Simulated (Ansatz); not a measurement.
Consider the redistribution: `[NH2][Ta]([NH2])([F])=[S]` + `[SiH3]Cl` → `[NH2][Ta]([NH2])(=[S])[Cl]` + `F[SiH3]`.

Program: Ansatz. Geometries: PBE0-D4/def2-TZVP. ΔE: electronic, gas phase. CCSD(T)/CBS is the MP2 limit (def2-TZVPP, def2-QZVPP) plus CCSD(T) − MP2 in def2-TZVPP, frozen cores. This one scheme is used for every species. DFT in def2-TZVPP. HSE06 is defined as in plane-wave codes. def2 core potentials past Kr. For Ta outer-core shells are correlated without core-valence functions, which leaves a few kJ/mol of doubt a bond. Each species was taken in one conformer, which may not be the lowest.

| level | ΔE (kcal/mol) |
| --- | --- |
| LDA (SPW92) | -5.2 |
| revPBE-D4 | -4.0 |
| r2SCAN0-D4 | -6.8 |
| HSE06-D4 | -5.8 |
| BLYP | -5.2 |
| r2SCANh | -6.1 |
| RPA@PBE/def2-TZVPP | -8.3 |
| SCS-MP2/def2-TZVPP | -10.1 |

Problem. What does CCSD(T)/CBS give? (Estimate.)

Solution. The calculation gave: -8.5 kcal/mol. The listed levels differ from it by 3.3, 4.5, 1.7, 2.7, 3.3, 2.4, 0.2, -1.6 kcal/mol.

Problem. What do rigid-rotor, harmonic-oscillator terms from PBE0-D4/def2-TZVP frequencies (298.15 K, 1 bar) make of the CCSD(T)/CBS value? (Estimate.)

Solution. Ansatz gave: ΔZPE = +0.3 kcal/mol, ΔH = -8.2 kcal/mol, ΔS = -1 J/(mol·K), ΔG = -8.1 kcal/mol.

Largest T1 diagnostic among the species: 0.020, so the coupled-cluster value is less sure than usual.

At CCSD(T), def2-SVP lies +2.7 kcal/mol from the extrapolated value and def2-TZVPP −0.0 kcal/mol. From r2SCAN to r2SCAN0 (25 % exact exchange), in def2-TZVPP and without D4, ΔE moves by −0.8 kcal/mol.
